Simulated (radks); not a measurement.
Species: Pd3+. Configuration: [Ar] 3d10 4s2 4p4 4d7 5s2 (not the ground configuration).

Method: scalar-relativistic Kohn-Sham, LDA (Slater exchange, VWN5 correlation), spin-unpolarised, spherical densities, finite nucleus; Fermi nuclear charge, rms radius 4.5318 fm; computed with a radial shooting solver on a logarithmic mesh with Libxc functionals.

Energy parts (Ry):
part                        energy
total                 -10067.81283
kinetic                10440.22139
electron-nucleus      -24164.59511
Hartree                 3930.15981
exchange-correlation    -273.59892

Orbitals (lengths in bohr, moments of r in powers of bohr; <r^-3> diverges for s and p1/2):
| orbital | occ. | eigenvalue (Ry) | <r^-3> | <r^4> | <r> |
|---|---|---|---|---|---|
| 1s | 2 | -1778.397 | - | 4.899e-06 | 0.03188 |
| 2s | 2 | -263.4746 | - | 0.0008777 | 0.1385 |
| 2p | 6 | -236.8573 | 3501 | 0.0006278 | 0.1207 |
| 3s | 2 | -51.01172 | - | 0.04178 | 0.3798 |
| 3p | 6 | -42.25694 | 618.6 | 0.04479 | 0.3789 |
| 3d | 10 | -28.30359 | 84.32 | 0.04360 | 0.3573 |
| 4s | 2 | -10.26464 | - | 1.369 | 0.9224 |
| 4p | 4 | -7.66640 | 110.0 | 1.975 | 0.9980 |
| 4d | 7 | -3.85276 | 10.49 | 5.121 | 1.217 |
| 5s | 2 | -2.59418 | - | 45.32 | 2.241 |
| 5p | 0 | -1.97741 | 16.57 | 79.81 | 2.573 |
| 5d | 0 | -1.16581 | 1.418 | 273.1 | 3.477 |
| 6s | 0 | -1.06116 | - | 728.7 | 4.543 |
| 4f | 0 | -0.89245 | 0.2111 | 234.7 | 3.062 |

The highest occupied level is 5s at -35.296 eV. Summed over all electrons, <r^2> = 32.83 bohr^2, which gives a Langevin (diamagnetic) susceptibility term of -26 x 10^-6 cm^3/mol.
